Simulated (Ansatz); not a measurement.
The lowest singlet and triplet of C3H4O (SMILES [CH2]C([CH2])=O); geometries from B3LYP-D3(BJ)/def2-TZVP, each state relaxed from the structure named, with no frequency check, low spin by broken symmetry.
Singlet at the triplet's geometry (charge 0, multiplicity 1):
```xyz
8

C      1.0961    -0.7167     0.4957
C      0.0109     0.0647    -0.0163
C     -1.2984    -0.4875    -0.1927
O      0.2144     1.2757    -0.3210
H      2.0618    -0.2464     0.6072
H      0.9752    -1.7555     0.7710
H     -2.0780     0.1499    -0.5829
H     -1.5250    -1.5162     0.0522
```

A positive gap puts the triplet lower; no zero-point energy. R- takes a restricted singlet, here one determinant of a half-filled degenerate or near-degenerate pair, which mixes singlet states. U- takes an unrestricted singlet (broken symmetry where lower, unprojected). The triplet is unrestricted in single-reference levels.

Programs: Ansatz (Gaussian basis) for Hartree–Fock, density functionals and correlated methods. Values without a source in brackets are computed.

Task: One of these levels gives 28.98 kcal/mol for the gap E(singlet) − E(triplet), vertical, at the triplet's geometry. Name it.
A. R-PBE0/def2-TZVPP
B. R-BHLYP/def2-TZVPP
C. U-B3LYP/def2-TZVPP (spin-contaminated)
D. U-PBE0/def2-TZVPP (spin-contaminated)

Result: B, R-BHLYP/def2-TZVPP. The others give 1.96 (U-B3LYP/def2-TZVPP (spin-contaminated)), 20.67 (R-PBE0/def2-TZVPP), 3.17 (U-PBE0/def2-TZVPP (spin-contaminated))

Doubts at one or more of the structures used: a restricted determinant that unrestricted orbitals would lower (R-PBE0/def2-TZVPP, R-BHLYP/def2-TZVPP).

Ansatz is a program for electronic structure.
